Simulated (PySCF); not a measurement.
# Radial density of Si (silicon, neutral)

UHF, [Ne] 3s2 3p2, high-spin 3P determinant. Calculation: PySCF 2.14, in Sapporo-DZP-2012 (5s4p2d, 27 functions); scalar relativity by spin-free X2C-1e.

```
r (bohr)  4πr²ρ (e/bohr)  4πr²(ρα − ρβ)
 0.00210         0.09045         0.0000
 0.00353          0.2497         0.0000
 0.00594          0.6650         0.0000
 0.01000           1.671         0.0000
  0.0168           3.920        -0.0001
  0.0283           8.047         0.0001
  0.0476           13.41         0.0018
  0.0800           15.77         0.0110
   0.135           11.86         0.0445
   0.226           10.07         0.1090
   0.381           14.29         0.1165
   0.640           9.457        -0.0001
    1.08           2.162         0.1611
    1.81           1.844         0.7401
    3.05           1.003         0.5833
    5.13          0.1119         0.0893
    8.62        0.001168         0.0012
```

Densities and radii are taken from the X2C orbitals without a picture-change correction, which distorts them close to the nucleus.
